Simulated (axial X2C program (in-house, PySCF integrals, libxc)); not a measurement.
## Which molecule has these constants?

Calculated with an in-house all-electron X2C program for linear molecules (integrals from PySCF), spin-free (one-electron X2C) or two-component (2c: spin–orbit coupling with atomic mean-field Coulomb and Gaunt terms, which also bring small scalar terms), in Dyall basis sets with cores contracted in-house; open shells are unrestricted.

A two-component PBE0 calculation in a Dyall 3-zeta basis gave Re = 2.310 Å, ωe = 402.0 cm⁻¹, De = 4.61 eV, dipole magnitude 3.87 D, Ω = 1.

Which molecule is it?
A. ScF
B. ScCl
C. ScBr
D. ScI

B. The others have ScBr 2.464 Å and 304.7 cm⁻¹ (Ω = 1); ScF 1.839 Å and 661.0 cm⁻¹ (Ω = 1); ScI 2.697 Å and 250.9 cm⁻¹ (Ω = 1).

Each entry is the lowest single determinant of a limited PBE0 search at one distance. De goes to single-determinant-based atoms at the same level (for ions the charge split of lowest energy) and is withheld (n/a) where an atom does not fit its ground term or J level. Main or longest-lived isotopes. One determinant is a doubtful description, or other states lie close, for ScCl, ScBr, ScF, ScI; these need not be ground states, and all values refer to the states named. With several unpaired electrons the Ω given is that of one determinant, not necessarily of the lowest component. Some light 2c atoms are not at their ground J level, so De misses part of their lowering (0.04 eV or less). The functionals have no current term, which raises determinants with orbital currents.
